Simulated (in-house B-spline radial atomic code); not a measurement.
What moves the levels of Cd II (Cd+) ([Kr] 4d10 5s1)? Level of theory: Dirac-Hartree-Fock, average of configuration, Fermi nucleus of rms radius 4.6087 fm; calculated with a B-spline radial code for spherical atoms.

Baseline run (computed): total energy -5593.0490 hartree, 1s1/2 at -987.6723 hartree, 5s1/2 at -15.69 eV with <r> = 2.777 bohr.

Scaling the speed of light c (a factor of 100 is close to the non-relativistic limit):

```json
{"c/c0": "0.95", "ΔE (hartree)": "-14.837", "5s1/2 level (eV)": "-15.7841", "5s1/2 <r> (bohr)": "2.763"}
{"c/c0": "0.98", "ΔE (hartree)": "-5.6383", "5s1/2 level (eV)": "-15.7255", "5s1/2 <r> (bohr)": "2.772"}
{"c/c0": "1.02", "ΔE (hartree)": "5.2824", "5s1/2 level (eV)": "-15.6565", "5s1/2 <r> (bohr)": "2.782"}
{"c/c0": "3", "ΔE (hartree)": "114.73", "5s1/2 level (eV)": "-14.9979", "5s1/2 <r> (bohr)": "2.885"}
{"c/c0": "100", "ΔE (hartree)": "128.22", "5s1/2 level (eV)": "-14.9207", "5s1/2 <r> (bohr)": "2.898"}
```

Changing the nucleus:

```tsv
nucleus	ΔE (eV)
Gaussian nucleus of rms radius 4.6087 fm	-0.0105
uniform spherical nucleus of rms radius 4.6087 fm	0.00401
Gaussian nucleus of rms radius 0.01 fm	-3.44
Fermi nucleus of rms radius 4.5165 fm	-0.127
Fermi nucleus of rms radius 4.7009 fm	0.13
```

A larger nucleus binds the electrons less, roughly as the density at the nucleus times the change of the nuclear <r²>. At equal rms radius the shape enters only through higher moments. A radius of 0.01 fm is nearly a point.

Q: The nuclear charge is raised by 0.1. What does the Hellmann-Feynman theorem predict for the energy, and what is found?

A: dE/dZ ≈ -Σ<1/r>, which is -282.496 at the start and -283.311 at the end; their mean times 0.1 is -28.29 hartree, and the two runs differ by -28.29 hartree.
